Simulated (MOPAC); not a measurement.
MOPAC input (PM3):

```
PM3 PRECISE GNORM=0.05 LET XYZ CHARGE=1 GEO-OK AUX(PRECISION=9) THREADS=1
HBClO

B     0.40892500 1   -0.17844500 1   -0.23361300 1
O     1.40812100 1   -0.53045100 1   -0.88620600 1
Cl   -0.90683700 1    0.37277000 1    0.54040000 1
H     2.10664000 1   -1.20124900 1   -0.92908100 1
```

Output:

```
 *******************************************************************************
 **                                                                           **
 **                              MOPAC v23.2.5                                **
 **                                                                           **
 *******************************************************************************
 ** MOPAC's Digital Object Identifier: https://doi.org/10.5281/zenodo.6511958 **
 **                                                                           **
 ** Please cite the open-source release paper for use of this MOPAC version:  **
 ** J. E. Moussa and J. J. P. Stewart (2026)                                  **
 ** MOPAC: An open-source semiempirical molecular orbital program             **
 ** J. Open Source Softw., 11(119), 8025, https://doi.org/10.21105/joss.08025 **
 *******************************************************************************

                              PM3 CALCULATION RESULTS

 *******************************************************************************
 *  PM3        - The PM3 Hamiltonian to be used
 *  GEO-OK     - OVERRIDE INTERATOMIC DISTANCE AND OTHER SAFETY CHECKS
 *
 *
 *
 *                 CHARGE ON SYSTEM = +1
 *
 *
 *
 *  LET        - OVERRIDE SOME SAFETY CHECKS
 *  PRECISE    - TIGHTER CRITERIA TO BE USED
 *  XYZ        - CARTESIAN COORDINATE SYSTEM TO BE USED
 *  GNORM      - EXIT WHEN GRADIENT NORM DROPS BELOW 0.050
 *  AUX        - OUTPUT AUXILIARY INFORMATION
 *******************************************************************************
PM3 PRECISE GNORM=0.05 LET XYZ CHARGE=1 GEO-OK AUX(PRECISION=9) THREADS=1
 HBClO

   ATOM   CHEMICAL          X               Y               Z
  NUMBER   SYMBOL      (ANGSTROMS)     (ANGSTROMS)     (ANGSTROMS)

     1       B          0.40892500  *  -0.17844500  *  -0.23361300  *
     2       O          1.40812100  *  -0.53045100  *  -0.88620600  *
     3      Cl         -0.90683700  *   0.37277000  *   0.54040000  *
     4       H          2.10664000  *  -1.20124900  *  -0.92908100  *

          CARTESIAN COORDINATES

    NO.       ATOM           X           Y           Z

     1         B          0.4089     -0.1784     -0.2336
     2         O          1.4081     -0.5305     -0.8862
     3        Cl         -0.9068      0.3728      0.5404
     4         H          2.1066     -1.2012     -0.9291

  H: (PM3): J. J. P. STEWART, J. COMP. CHEM. 10, 209 (1989).
  B: (PM3): J. J. P. STEWART, J. MOL. MOD., 10, 155-164 (2004)
  O: (PM3): J. J. P. STEWART, J. COMP. CHEM. 10, 209 (1989).
 Cl: (PM3): J. J. P. STEWART, J. COMP. CHEM. 10, 209 (1989).

           Empirical Formula: H O B Cl  =     4 atoms

      MOLECULAR POINT GROUP   :   Cs

      RHF CALCULATION, NO. OF DOUBLY OCCUPIED LEVELS = 8

          Geometry optimization using EF

          DIAGONAL MATRIX USED AS START HESSIAN

 CYCLE:     1  GRAD.:   121.342 HEAT:  109.6520
 CYCLE:     2  GRAD.:   348.198 HEAT:  126.5200
 CYCLE:     3  GRAD.:   204.221 HEAT:  110.8833
 CYCLE:     4  GRAD.:   339.889 HEAT:  129.5645
 CYCLE:     5  GRAD.:   229.880 HEAT:  139.1414
 CYCLE:     6  GRAD.:   124.494 HEAT:  105.9564
 CYCLE:     7  GRAD.:    93.538 HEAT:  104.2131
 CYCLE:     8  GRAD.:    48.422 HEAT:  101.5743
 CYCLE:     9  GRAD.:    32.943 HEAT:  100.9616
 CYCLE:    10  GRAD.:     4.365 HEAT:  100.7180
 CYCLE:    11  GRAD.:     2.167 HEAT:  100.6959
 CYCLE:    12  GRAD.:     1.502 HEAT:  100.6717
 CYCLE:    13  GRAD.:     0.321 HEAT:  100.6706
 CYCLE:    14  GRAD.:     0.023 HEAT:  100.6706

     GRADIENT =  0.02308 IS LESS THAN CUTOFF =  0.05000

 -------------------------------------------------------------------------------
 PM3 PRECISE GNORM=0.05 LET XYZ CHARGE=1 GEO-OK AUX(PRECISION=9) THREADS=1
 HBClO

     GEOMETRY OPTIMISED USING EIGENVECTOR FOLLOWING (EF).
     SCF FIELD WAS ACHIEVED

                              PM3 CALCULATION
                                                       MOPAC v23.2.5 Linux

          FINAL HEAT OF FORMATION =        100.67061 KCAL/MOL =     421.20584 KJ/MOL

          COSMO AREA              =         82.23 SQUARE ANGSTROMS
          COSMO VOLUME            =         64.04 CUBIC ANGSTROMS

          GRADIENT NORM           =          0.02308          =       0.01154 PER ATOM
          IONIZATION POTENTIAL    =         16.928956 EV
          HOMO LUMO ENERGIES (EV) =        -16.929 -5.911
          NO. OF FILLED LEVELS    =          8
          MOLECULAR WEIGHT        =         63.2703         POINT GROUP:  Cs

          MOLECULAR DIMENSIONS (Angstroms)

            Atom       Atom       Distance
            H     4   Cl     3     3.44148
            O     2    H     4     0.55938
           Cl     3    B     1     0.00000

          SCF CALCULATIONS        =         15

   ATOM   CHEMICAL          X               Y               Z
  NUMBER   SYMBOL      (ANGSTROMS)     (ANGSTROMS)     (ANGSTROMS)

     1       B          0.36048695  *  -0.20892661  *  -0.15570417  *
     2       O          1.37202594  *  -0.47053150  *  -0.90857075  *
     3      Cl         -0.83173835  *   0.34916294  *   0.48857830  *
     4       H          1.96368291  *  -1.20014552  *  -0.78777481  *

                             CARTESIAN COORDINATES

   1    B        0.360486947    -0.208926612    -0.155704165
   2    O        1.372025939    -0.470531497    -0.908570753
   3   Cl       -0.831738348     0.349162936     0.488578295
   4    H        1.963682911    -1.200145524    -0.787774811

           Empirical Formula: H O B Cl  =     4 atoms

      MOLECULAR POINT GROUP   :   Cs

                  EIGENVALUES
 -62.36016 -45.30041 -26.87497 -23.74801 -22.03067 -21.46864 -17.55425 -16.92896
  -5.91052  -5.32823  -4.51870  -2.58417  -0.63492

              NET ATOMIC CHARGES AND DIPOLE CONTRIBUTIONS

  ATOM NO.   TYPE          CHARGE      No. of ELECS.   s-Pop       p-Pop
    1          B          -0.550031        3.5500     1.12715     2.42288
    2          O           0.074610        5.9254     1.63776     4.28763
    3         Cl           1.178494        5.8215     1.94469     3.87682
    4          H           0.296927        0.7031     0.70307
 DIPOLE           X         Y         Z       TOTAL
 POINT-CHG.    -2.242     0.543     1.704     2.868
 HYBRID         1.450    -0.960    -0.510     1.812
 SUM           -0.793    -0.417     1.195     1.493

          ATOMIC ORBITAL ELECTRON POPULATIONS

     Atom    s        px        py        pz
    1  B   1.12715   0.86825   0.79512   0.75951
    2  O   1.63776   1.34795   1.44324   1.49644
    3 Cl   1.94469   1.09299   1.41014   1.37369
    4  H   0.70307

 **********************
 *                    *
 * JOB ENDED NORMALLY *
 *                    *
 **********************

 == MOPAC DONE ==
```

The dipole moment of an ion depends on the origin.

The geometry given is a B3LYP-D3(BJ)/def2-TZVP minimum.
